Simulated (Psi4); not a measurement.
C₂H₅S (SMILES CC[S-]), charge -1, singlet, at a GFN2-xTB geometry (a gas-phase anion, which may not be bound at this level). Base run: CCSD(T)/cc-pVDZ (Psi4 1.11).

Here is a job for Psi4.
```
memory 2 GB

molecule mol {
-1 1
  C     1.478516    0.680608   -0.016308
  C    -0.042451    0.783498    0.002695
  S    -0.840178   -0.838090    0.008016
  H    -0.360887    1.341652    0.896628
  H    -0.382751    1.346578   -0.880024
  H     1.949448    1.670861   -0.019357
  H     1.821177    0.130413    0.859526
  H     1.799483    0.135301   -0.903345
}

set basis cc-pvdz
set reference rhf
set freeze_core true

energy('ccsd(t)')
print_variables()
```

Each row names what was changed in the base input (with any setting that the change needs).

```csv
change,ΔE vs base (kcal/mol),MP2 correlation (Eh),basis functions
base,0.000,-0.42804,71
method = ccsd,8.19,-0.42804,71
method = mp2,34.61,-0.42788,71
method = fno-ccsd(t),0.000,-0.42804,71
method = mp3,11.28,-0.42788,71
method = dlpno-mp2,34.65,-0.42781,71
method = qcisd(t),-0.132,-0.42804,71
method = mp4,0.65,-0.42804,71
```

A gas-phase anion may not be bound at this level; its values then depend on the basis.
